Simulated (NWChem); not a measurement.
System: BeNH3Se; SMILES [SeH][Be][NH2]

NWChem input:

```
start job
memory heap 200 mb stack 900 mb global 1100 mb
geometry units angstroms noautosym nocenter noautoz
  Be     0.028568    -1.138409    -0.000571
  N     -0.005029    -2.634290     0.001398
  H     -0.030885    -3.224408    -0.824087
  H     -0.010326    -3.222101     0.828750
  Se     0.118905     0.893204    -0.003380
  H     -1.349832     0.995914     0.015034
end
basis spherical
  * library def2-svp
end
dft
  xc b3lyp
  iterations 150
end
property
  response 1 0.0773
end
task dft property
```

Coordinates come from a PBE0/def2-SVP optimisation.

Field at 589 nm.

Problem. Predict the main results of this run. (B3LYP/def2-SVP.) Quantities: isotropic polarisability (bohr³); anisotropy (bohr³).

Solution. 
| Quantity | Value |
|---|---|
| isotropic polarisability (bohr³) | 45.6 |
| anisotropy (bohr³) | 26.5 |
